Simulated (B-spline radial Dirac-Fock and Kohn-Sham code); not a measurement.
## Er⁴⁰⁺: eigenvalues, ΔSCF and the reference

System: Er⁴⁰⁺ in the configuration [Ar] 3d10.

The density-functional columns are spherical, spin-unpolarised Dirac-Kohn-Sham results without Breit or QED terms: −ε is minus the orbital energy of the initial state and ΔSCF the difference of two total energies. The reference in the last column comes from multi-electron Dirac-Fock with separately optimised hole states, Breit and Lamb-shift corrections added in first order. All numbers are from a radial finite-basis atomic code, in eV; a selection of levels is shown. The Kohn-Sham columns are given as differences from the reference. For the 1s level of heavy atoms much of the gap between ΔSCF and the reference is the Breit and QED part, -262.9 eV here; for other levels the error of the functional can be larger.

```csv
level,LDA −ε − DF,LDA ΔSCF − DF,Dirac-Fock
K,-274.7,+252.3,59368.8
L1,-174.7,-54.8,11593.9
L2,-133.1,+12.4,11110.1
L3,-142.6,-10.8,10198.8
M1,-92.2,-40.9,3953.2
M2,-76.1,-22.4,3745.7
M3,-75.3,-24.3,3542.3
M4,-55.7,+2.0,3200.8
M5,-56.8,-0.1,3156.8
```

For the outermost level NIST gives 3157 ± 4 eV (theoretical); the differences from it are LDA −ε -57.00, LDA ΔSCF -0.28, Dirac-Fock -0.17 eV.

Values without a named source are computed, but for edge energies of neutral atoms, which are taken from tables.
